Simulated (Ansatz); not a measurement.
Input for Ansatz (a program for electronic structure): R-CCSD(T)/def2-TZVPP on H4OPbSi (SMILES [OH][Pb][SiH3]), a point of a torsion scan. Elements past Kr take the def2 small-core potentials; no spin–orbit coupling. The run froze 15 orbitals, filled d shells among them.

Ansatz 0.2 input:
```yaml
crystal:
  periodic: [false, false, false]
  atoms:
    - {symbol: O, position_ang: [2.46951381, 0.05914177, -0.33593830]}
    - {symbol: Pb, position_ang: [1.24687492, -1.47383200, 0.51916837]}
    - {symbol: Si, position_ang: [-1.05183398, -0.10394278, 0.34211114]}
    - {symbol: H, position_ang: [2.13412351, 0.90052739, -0.63097737]}
    - {symbol: H, position_ang: [-0.99328557, 1.24130998, -0.23273164]}
    - {symbol: H, position_ang: [-2.09310864, -0.76776390, -0.45505770]}
    - {symbol: H, position_ang: [-1.73199093, 0.10638184, 1.62801027]}
basis:
  gaussian:
    orbitals: def2-TZVPP
magnetization: {spin_polarized: false}
correlation: {method: ccsd_t, electrons: outside_noble_gas}
scf: {lower_state_search: off}
```

Output:

```
WARN ansatz: RAYON_NUM_THREADS=1 ignored (pool sized by the plan → 1); use --threads N
Functional definition: HF
these checks for a lower state are left out or cut short: stability, starts, cluster_reference, orbital_swaps, neighbouring_geometries, increment
integrals: 0.58 GiB planned
1236 factors; integrals over basis functions are off by at most 7.1e-4 eV
mean field: 0.53 GiB planned
mean field evaluation 1: about -15179.4826 eV, gradient 4.4e1 eV
mean field evaluation 2: about -15179.5300 eV, gradient 4.4e1 eV
mean field evaluation 4: about -15183.7766 eV, gradient 3.7e0 eV
mean field evaluation 8: about -15183.8684 eV, gradient 4.3e-1 eV
mean field -15183.86984818 eV, -557.9969249241 hartree, gradient 5.7e-6 eV, S^2 0.000000; 0 other end points of the search recorded, 0 dependent functions left out
15 core orbitals not correlated, not the lowest: weight in the atoms' cores, before any rotation towards them, 0.930 or more for the frozen orbitals, at most 0.076 for the correlated occupied ones
reference -15183.86984818 eV, -557.9969249241 hartree; 9, 9 occupied and 155, 155 virtual orbitals, 1236 factors
second order -12.46173775 eV of doubles, -0.00000000 eV of singles
coupled cluster: 1.48 GiB planned
cycle   1  -12.79120376 eV  change   -3.3e-1 eV  update   1.1e-1
cycle   2  -13.16803287 eV  change   -3.8e-1 eV  update   4.5e-2
cycle   3  -13.32124690 eV  change   -1.5e-1 eV  update   2.8e-2
cycle   4  -13.31434077 eV  change    6.9e-3 eV  update   9.0e-3
cycle   5  -13.30941834 eV  change    4.9e-3 eV  update   5.0e-3
cycle   6  -13.31090133 eV  change   -1.5e-3 eV  update   2.1e-3
cycle   7  -13.31038857 eV  change    5.1e-4 eV  update   8.7e-4
cycle   8  -13.31032961 eV  change    5.9e-5 eV  update   2.8e-4
cycle   9  -13.31050004 eV  change   -1.7e-4 eV  update   1.2e-4
cycle  10  -13.31050138 eV  change   -1.3e-6 eV  update   4.3e-5
cycle  11  -13.31048340 eV  change    1.8e-5 eV  update   1.9e-5
perturbative correction -0.50742353 eV, -0.0186474708 hartree
Total energy: -15197.68775511 eV, -558.5047236375 hartree
Checks for a lower state left out: stability, starts, cluster_reference, orbital_swaps, neighbouring_geometries, increment
```

Self-consistency was reached.

Cost: very roughly 40 core-seconds.
